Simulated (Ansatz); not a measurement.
Redistribution: BH3 + C2H7BS2 → BH2(SH) + C2H7BS

Species: BH3 (borane) `B`, singlet; C2H7BS2 `CCB(S)S`, singlet; BH2(SH), singlet; C2H7BS `CCBS`, singlet. The partners trade H for SH; both sit on B, so the bond types are kept.

Shapes, held fixed at every level: PBE0-D4/def2-TZVP. Flexible molecules stand in one conformer, not always the lowest. Programs: Ansatz 0.2.0. The zero-point and thermal change to 298 K, harmonic and unscaled (PBE0-D4/def2-TZVP), is +3.5 kJ/mol.

```json
{"level": "HF/def2-TZVPP", "kind": "Hartree–Fock", "ΔH(298 K) (kJ/mol)": "-31.6", "less CCSD(T)/CBS estimate": "-1.6"}
{"level": "SPW92/def2-TZVPP", "kind": "LDA", "ΔH(298 K) (kJ/mol)": "-44.7", "less CCSD(T)/CBS estimate": "-14.7"}
{"level": "wB97M-V/def2-TZVPP", "kind": "range-separated hybrid", "ΔH(298 K) (kJ/mol)": "-32.8", "less CCSD(T)/CBS estimate": "-2.8"}
{"level": "wB97X-V/def2-TZVPP", "kind": "range-separated hybrid", "ΔH(298 K) (kJ/mol)": "-31.1", "less CCSD(T)/CBS estimate": "-1.1"}
{"level": "MP2/def2-SVP", "kind": "perturbation theory", "ΔH(298 K) (kJ/mol)": "-29.4", "less CCSD(T)/CBS estimate": "+0.6"}
{"level": "CCSD(T)/def2-TZVPP", "kind": "coupled cluster or CI", "ΔH(298 K) (kJ/mol)": "-31.3", "less CCSD(T)/CBS estimate": "-1.3"}
{"level": "CCSD(T)/CBS estimate", "kind": "coupled cluster or CI", "ΔH(298 K) (kJ/mol)": "-30.0", "less CCSD(T)/CBS estimate": "0.0"}
```

The highest level, CCSD(T)/CBS estimate, gives ΔH(298 K) = -30.0 kJ/mol; the levels span -44.7 to -29.4. The column of differences is taken from that level and isn't an error. No measured value is set beside it here. The CBS estimate extrapolates MP2 from def2-TZVPP and def2-QZVPP and adds CCSD(T) − MP2 in the triple-zeta set, cores frozen.
